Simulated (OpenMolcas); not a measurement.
As²⁺: from RASSCF to RASPT2

```yaml
Program: OpenMolcas
Basis: ANO-R3 [7s6p5d3f2g]
Scalar_Hamiltonian: X2C, finite nucleus
Active_space: 1 electron in 9 orbitals (RAS2 4p; RAS3 4d 5s, at most 1 electron)
State_averaging: 2S+1 = 2 odd, 3 roots; 2S+1 = 2 even, 6 roots
Spin-orbit_coupling: RASSI with atomic mean-field integrals over the reference wave functions, term energies averaged over their components
```

Methods on the same reference wave functions:
A. RASSCF
B. SS-RASPT2, IPEA 0.25 Eh, imaginary shift 0.1 Eh (closed shells correlated: 3d 4s)

Energies in cm⁻¹ above 4s² 4p ²P°_1/2, the measured ground level; measured values from Moore, Atomic Energy Levels, vol. II, NSRDS-NBS 35 (1971 reprint of NBS Circular 467, 1952).

```json
{"Level": "4s² 4p ²P°_1/2", "A": "0.0", "B": "0.0", "Measured": "0.0"}
{"Level": "4s² 4p ²P°_3/2", "A": "2638", "B": "2640", "Measured": "2940"}
{"Level": "4s² 5s ²S_1/2", "A": "106566", "B": "108780", "Measured": "106694"}
{"Level": "4s² 4d ²D_3/2", "A": "121272", "B": "117740", "Measured": "117651"}
{"Level": "4s² 4d ²D_5/2", "A": "121489", "B": "117960", "Measured": ""}
```

Deviations, from unrounded energies. A percentage is the sum of absolute deviations over the sum of measured energies, with the sign that they share, or ± where signs differ.

| Against measurement | Levels | A | B |
| --- | --- | --- | --- |
| mean absolute deviation (cm-1) | 3 | 1400 | 820 |
| fine structure of the ground term (%) | 1 | -10.3 | -10.3 |
| other configurations (%) | 2 | ±1.7 | +1.0 |

B lies closest to measurement on these levels. The largest miss of B in the table is 4s² 5s ²S_1/2, by +2100 cm-1. The ranking rests on the paired levels alone, and a cruder setting can come out closer through cancelling errors.

The lowest spin-free term lies below A's lowest term by 0.535 hartree in B.

Term energies are means over components that CASPT2 splits; among the terms shown or strongly mixed into the levels shown the widest spread is 630 cm-1 (4s² 4d ²D, B). ANO sets are built for valence states and can reach diffuse excited orbitals poorly, and with the s shell closed the s pⁿ⁺¹ terms that mix with these levels are absent. With one active electron the reference holds no correlation, so core polarisation is missing (holds for A). With one active electron, CASPT2 adds the correlation within the correlated inactive shells and between them and that electron, and leaves the splitting within a term as the reference gives it (holds for B). Computed and measured levels are paired by configuration, term and J; levels that our copy of the source lacks, or whose pairing is in doubt (as where it misses far off the trend of its configuration), stay unpaired and out of the deviations. Levels of configurations outside the active space are missing.

° marks odd parity.
